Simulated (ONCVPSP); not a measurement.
# Transferability test, ONCV potential for iodine

- Element: iodine (I)
- Generator: ONCVPSP 4.0.1
- Type: optimised norm-conserving Vanderbilt (ONCV)
- Functional: PW91
- Relativity: fully relativistic
- Frozen core: [Kr]
- Valence charge: 17
- Reference configuration: 4d10 5s2 5p5
- Partial waves: 5s: rc 1.85 bohr, ncon 4, nbas 7, qcut 3.6 1/bohr, 2 projectors, debl 2.6 Ha; 5p: rc 1.80 bohr, ncon 5, nbas 9, qcut 5.4 1/bohr, 2 projectors, debl 0.9 Ha; 4d: rc 0.85 bohr, ncon 3, nbas 7, qcut 10 1/bohr, 2 projectors, debl 3.6 Ha; f scattering state at 0.13 Ha: rc 1.75 bohr, ncon 4, nbas 8, qcut 7 1/bohr, 2 projectors, debl 1.9 Ha
- Local potential: polynomial inside 0.55 bohr (lpopt 5, dvloc0 0 Ha)
- Core correction: Teter function, fcfact 2.75, rcfact 1.3

Open shells are filled in proportion to 2j + 1.

Energies are relative to the spin-unpolarised reference configuration 4d10 5s2 5p5; without spin polarisation the order of configurations can differ from experiment.

| valence configuration | charge | ΔE all-electron (eV) | error AE − PS (meV) |
| --- | --- | --- | --- |
| 4d10 5s2 5p4 | +1 | 11.212 | +0.1 |
| 4d10 5s2 5p4.5 | +0.5 | 4.571 | 0.0 |

What are ΔE and the potential's error for 4d10 5s2 5p3?

ΔE = 31.156 eV all-electron; the error (AE − PS) is +1.7 meV.

What are ΔE and the potential's error for 4d10 5s2 5p2?

ΔE = 60.608 eV all-electron; the error (AE − PS) is +8.9 meV.

Note: ghosts flagged at negative energy: s at -809.0 eV, p3/2 at -99.3 eV, p1/2 at -101.7 eV, s at -0.67 eV; GHOST(+) flagged for p3/2 at 446.7 eV. A true bound ghost makes a file unfit for plane-wave use.
